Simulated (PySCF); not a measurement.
Ionisation energy of Os⁺ by level of theory

Os⁺ [Xe] 4f14 5d6 6s1 (6D) → Os²⁺ [Xe] 4f14 5d6 (5D), as a difference of total energies. Computed with PySCF 2.14 in x2c-TZVPPall (11s7p7d3f1g, 97 functions), with scalar relativity by spin-free X2C-1e. Correlated levels: valence: [Xe] 4f14 frozen. The calculations carry no spin-orbit coupling.

**Question.** Order these methods by the ionisation energy they give, lowest first.
A. CCSD (valence)
B. SCS-MP2 (valence)
C. CCSD(T) (valence)
D. UHF

**Answer.** D (16.060 eV), B (16.507 eV), A (16.802 eV), C (16.827 eV).

A first-order spin-orbit estimate (lowest level to lowest level, LS coupling) adds -0.022 eV.

Errors of the correlated levels include the incompleteness of this basis and the frozen core.

For comparison: 17 ± 1 eV (semi-empirical (NIST evaluation); NIST Atomic Spectra Database, ionization energies).
